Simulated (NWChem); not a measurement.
Species: C4H4O2; SMILES O=C1CC(=O)C1

```xyz
10

O      0.0000     2.2649     0.0000
C      0.0000     1.0632     0.0000
C      1.1215     0.0000     0.0000
C      0.0000    -1.0632     0.0000
O      0.0000    -2.2649     0.0000
C     -1.1215     0.0000     0.0000
H      1.7656     0.0000     0.8881
H      1.7656     0.0000    -0.8881
H     -1.7656     0.0000    -0.8881
H     -1.7656     0.0000     0.8881
```
Atoms are numbered in this order, from 1.

Program: NWChem. Pople sets run with spherical d functions. The geometry was optimised at B3LYP/6-31G* (spherical d). Level: B3LYP/6-31G* with SMD (1 M gas to 1 M solution), gas-phase geometry.

For solvent water:

| Quantity | Result |
|---|---|
| cavity-dispersion-structure term (kcal/mol) | 4.1 |

Question: Estimate the same quantities for solvent toluene.

Answer: 
- cavity-dispersion-structure term (kcal/mol): -3.6
